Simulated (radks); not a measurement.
Values are calculated unless marked as measured or tabulated.
Task: Excited configurations of Cd: one electron is placed in a higher orbital outside [Kr] 4d10 5s1. The ground configuration is [Kr] 4d10 5s2. Code: a radial shooting solver on a logarithmic mesh with Libxc functionals. Model: Dirac Kohn-Sham, BLYP, spin-unpolarised, spherical densities, point nucleus; open shells are shared between the two j in proportion to 2j + 1. Excitation = E - E(ground); binding = E(ion) - E, where the ion is the core of charge +1; n* = 1/sqrt(2 binding) in atomic units, and the quantum defect is n - n*. Eigenvalue and <r> are those of j = l + 1/2.

outer orbital  excitation (eV)  binding (eV)     n*  quantum defect  eigenvalue (eV)  <r> (bohr)
5p                       4.666         4.653  1.710           3.290           -1.973       4.236
5d                       7.777         1.543  2.969           2.031           -0.561       9.960
6p                       7.506         1.814  2.739           3.261           -0.949       10.67

Estimate the row for 7f.

Result: excitation (eV) 8.922; binding (eV) 0.397; n* 5.852; quantum defect 1.148; eigenvalue (eV) -0.259; <r> (bohr) 60.36. The Delta-SCF ionisation energy is 9.320 eV (NIST Atomic Spectra Database: 8.994 eV, measured). Self-interaction in the functional shifts the binding energies and quantum defects, so they are the method's values and not measured ones. Spin polarisation and multiplet splitting are left out, so open shells lie too high by an amount that depends on their filling.

Beside tabulated values, note that spin-unpolarised runs miss the spin-polarisation part of the exchange energy of open shells.
